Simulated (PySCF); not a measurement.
Compound: CH₆NPSi.
Atom-mapped SMILES: `[H]/[N:1]=[CH:2]\[SiH2:3][PH2:4]` (hydrogens: H5 on N1; H6 on C2; H7, H8 on Si3; H9, H10 on P4)

Computed with core-valence-separated Tamm–Dancoff BHandHLYP/aug-pcX-1 (pcseg-1 on H, def2-SVPD on P, def2-SVPD on Si) in PySCF, non-relativistic, gas phase, PBE0-D3(BJ)/def2-SVP geometry. The energies are unshifted.

Question: Give energies, oscillator strengths and core holes at the C K edge.

Answer: 
| E (eV) | f | core hole on | main final orbital | polarisation |
| --- | --- | --- | --- | --- |
| 282.37 | 0.0630 | C2 | LUMO (75 %) | normal to the local trigonal plane |
| 286.79 | 0.0140 | C2 | LUMO+3 (64 %) | in the local trigonal plane |
| 287.03 | 0.0334 | C2 | LUMO+1 (34 %) | in the local trigonal plane |
| 287.37 | 0.0021 | C2 | LUMO+2 (49 %) | mixed |
| 287.72 | 0.0070 | C2 | spread | normal to the local trigonal plane |
| 287.98 | 0.0010 | C2 | LUMO+6 (35 %) | mixed |
| 288.34 | 0.0011 | C2 | LUMO+4 (41 %) | mixed |

The first line with a tenth or more of the strongest one's intensity is at 282.37 eV (f = 0.063), with the hole on C2 (C=N carbon), polarised normal to the local trigonal plane: a 1s→π* resonance. It is also the strongest listed.

Question: Give energies, oscillator strengths and core holes at the N K edge.

Answer: 
| E (eV) | f | core hole on | main final orbital |
| --- | --- | --- | --- |
| 395.64 | 0.0609 | N1 | LUMO (82 %) |
| 399.99 | 0.0208 | N1 | LUMO+2 (37 %) |
| 401.56 | 0.0025 | N1 | LUMO+1 (46 %) |
| 401.74 | 0.0046 | N1 | LUMO+3 (45 %) |
| 401.82 | 0.0018 | N1 | LUMO+3 (32 %) |
| 402.11 | 0.0015 | N1 | LUMO+6 (42 %) |
| 402.31 | 0.0058 | N1 | LUMO+7 (40 %) |

The first line with a tenth or more of the strongest one's intensity is at 395.64 eV (f = 0.061), with the hole on N1 (C=N nitrogen). It is also the strongest listed.

Roots within 0.03 eV whose holes lie on the same, on equivalent or on shared atoms are summed into one line, and the highest roots are left out, as the search may have cut off their partners. Final orbitals are the ground state's empty Kohn–Sham orbitals. A dash: too weak, shared between unlike atoms, or no plane or axis to refer to.

Question: What are the wavelength and the wavenumber of the 287.72 eV line?

Answer: λ = 12398.42 eV Å/287.72 eV = 43.092 Å; 2.3206 × 10⁶ cm⁻¹.

The ionisation thresholds weren't computed; near and above them a finite basis only mimics Rydberg series and continuum.

Time: 9.9 s; peak memory 0.60 GiB. Hardware: one thread, Arm Neoverse N1 (aarch64), shared host.

Conformer computed: `[H]/[N:1]=[CH:2]\[SiH2:3][PH2:4]`: N1–C2–Si3–P4 107°, H–P4–Si3–C2 52°, H–P4–Si3–C2 -42°.

One conformer stands for the species.
